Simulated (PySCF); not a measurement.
Compound: C4H8Si2.
Cartesian coordinates in Å at the PBE0-D3(BJ)/def2-SVP level; atoms count from 1:
```xyz
14
C4H8Si2 angstrom
C     -3.1744    1.0910    0.6824
C     -2.1679    0.8758   -0.1718
Si    -1.2624   -0.7521   -0.2882
C      0.5440   -0.4960   -0.0436
C      1.7447   -0.3169    0.1197
Si     3.5425   -0.0506    0.3668
H     -3.6996    2.0515    0.7315
H     -3.5212    0.3165    1.3761
H     -1.8605    1.6925   -0.8379
H     -1.7744   -1.6772    0.7655
H     -1.4445   -1.3805   -1.6315
H      3.9656    1.1830   -0.3579
H      3.8285    0.1059    1.8224
H      4.2983   -1.2218   -0.1646
```

Linear response at wB97X-D/def2-SVPD (PySCF, frozen core in the response, non-relativistic). Isolated species at its PBE0-D3(BJ)/def2-SVP geometry (one conformer only).

Static isotropic polarisability: 105.68 au (15.66 Å³), principal values 81.9, 89.0, 146.2 au.

Question: What is the polarisability at 1064 nm and at the sodium D line?

Answer: 107.02 au at 1064 nm (+1.3 %), 110.21 au at 589.3 nm (+4.3 %). The rise at 589.3 nm is 3.40 times that at 1064 nm; a pure ω² law gives 3.26. The lowest singlet lies at 226 nm, shorter than both wavelengths.

Question: What is the isotropic C6 coefficient between two such molecules, C6 = (3/π)∫α(iω)² dω?

Answer: 3653 au (Eh·bohr⁶) by a ten-point quadrature over imaginary frequencies, which is 2180 eV·Å⁶ or 211 J·nm⁶/mol.

Question: Which effective excitation energy ω̄ makes London's formula C6 = (3/4)α²ω̄ exact here?

Answer: ω̄ = 4·C6/(3α²) = 0.436 Eh = 11.9 eV. A one-pole form α(ω) = α/(1 − ω²/ω̄²) fitted to the 1064 nm value gives 10.4 eV.

Question: What does −C6/R⁶ come to at R = 12 Å between centres?

Answer: -71 J/mol. This is the leading, orientation-averaged term; C8 and higher terms are left out.

Question: What n − 1 at the D line would an ideal gas of it have at 273.15 K and 1 atm (2.6868 × 10¹⁹ cm⁻³), by n − 1 = 2π·N·α′?

Answer: 27.57 × 10⁻⁴, a formal value whether or not that pressure can be reached.

Question: What three-body coefficient follows from the one-pole estimate C9 = (3/4)·α·C6?

Answer: 290000 au. This is an estimate from the two numbers above, not a computed integral.

Question: How many electrons N does the Slater–Kirkwood formula C6 = (3/4)·√N·α^(3/2) need to give this C6?

Answer: N = (4·C6/3)²/α³ = 20.1; the species has 60 electrons in all.

Cost: about 60 s of CPU time on one thread; the machine was shared, so the figure is rough. This is the whole response run at wB97X-D/def2-SVPD, SCF included.

The pairwise dispersion term of wB97X-D wasn't added to the energies; at a given geometry it leaves orbitals and properties as they are.
